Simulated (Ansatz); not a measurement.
Relaxation of BClH$_{6}$OSi (10 atoms, charge 0, multiplicity 1), to a largest force component of 0.03 eV/Å in at most 50 steps.

All numbers below come from Ansatz 0.2.0, RKS PBE0/6-31G*.

```xyz
10
Properties=species:S:1:pos:R:3
B -0.068 -0.334 -0.247
H -0.364 -0.590 0.880
Cl 1.530 -0.777 -0.791
H -0.847 0.099 -1.035
O 0.241 1.821 1.179
Si 1.715 2.228 1.869
H 2.569 1.013 2.055
H 2.364 3.176 0.931
H 1.524 2.881 3.192
H -0.246 1.107 1.650
```

Task: Where does it end, and by what steps?

Result: The run converged. After 13 steps the energy has fallen by 0.527 eV; Cl3 moved furthest, 0.82 Å. Joined: B1–O5 (2.60 → 1.64 Å).

```
step  energy less start (eV)  largest force component (eV/Å)  accepted
   0                  0.0000                           0.814       yes
   1                 -0.0348                           0.753       yes
   2                 -0.0772                           0.678       yes
   3                 -0.1264                           0.894       yes
   4                 -0.2025                           1.264       yes
   5                 -0.3181                           1.753       yes
   6                 -0.4458                           1.407       yes
   7                 -0.5100                           0.314       yes
   8                 -0.5157                           0.281       yes
   9                 -0.5220                           0.216       yes
  10                 -0.5258                           0.033       yes
  11                 -0.5264                           0.053       yes
  12                 -0.5268                           0.053       yes
  13                 -0.5270                           0.026       yes
```

```xyz
10
Properties=species:S:1:pos:R:3
B 0.053 0.050 0.115
H -0.057 -0.863 0.893
Cl 1.677 0.028 -0.764
H -0.877 0.289 -0.607
O 0.211 1.395 1.043
Si 1.740 1.918 1.689
H 2.497 0.768 2.222
H 2.462 2.713 0.679
H 1.275 2.793 2.800
H -0.561 1.533 1.613
```

Time of the run: 64 s on 1 thread of Arm Neoverse V1, on a shared host, peak memory 0.16 GiB.
